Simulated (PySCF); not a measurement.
Gas-phase equilibrium of 1 mol GeF₄, 33 mol H₂ at 1000 K and 10.0 bar, among 16 species (GeH₄, Ge₂H₆, F₂, GeF₂, GeF₃, F, H, GeH₃F, GeHF₃, HF, H₂, Ge₃H₈, GeH₃, GeH₂F₂, GeH₂, GeF₄). Only gases are allowed; each row takes one source of thermochemistry for all species, and Cantera finds the minimum.

Energies from PySCF, thermal terms from the rigid-rotor harmonic-oscillator model, ideal gas at 1 bar. † marks an energy on the PBE0/def2-TZVP geometry and frequencies; other levels use their own. 6-31G* has spherical d functions here. The species in the table below are closed-shell singlets. B3LYP is the form with VWN-RPA correlation. Ge: all electrons, no relativistic terms. GeHF₃, GeH₂F₂: computed as isolated molecules; such fragments, hydroxides, amides, oligomers or adducts are transient or little studied in the gas. The harmonic model lacks anharmonicity and excited electronic states, which grow with temperature; levels with a mode under 35 cm⁻¹ are left out.

Molecules larger than those listed are left out, and so are free Ge atoms, whose spin-orbit terms are large. Also missing: (HF)n, which can matter at low temperature or high pressure. Table species left out: H2F2, H3F3, H4F4.

Mole fractions:

```csv
thermochemistry,x H₂,x HF,x GeF₂,x GeF₄,x GeHF₃,x GeH₂F₂
B3LYP/6-31G*,0.92,0.050,0.025,0.0036,0.00023,2.2e-7
HF/def2-TZVP†,0.92,0.056,0.027,0.00029,0.0011,0.00011
PBE/def2-TZVP†,0.91,0.057,0.029,6.9e-7,5.4e-6,6.0e-7
PBE0/def2-TZVP,0.91,0.057,0.028,5.9e-6,6.2e-5,1.1e-5
r2SCAN/def2-TZVP†,0.92,0.056,0.028,0.00022,0.00036,1.0e-5
ωB97M-V/def2-TZVP†,0.91,0.057,0.029,6.9e-6,3.0e-5,2.1e-6
```
The most sensitive of these is GeF₄: it spans a factor of 10^3.7 over these rows; at this temperature one factor of ten is RT ln 10 = 19 kJ/mol.
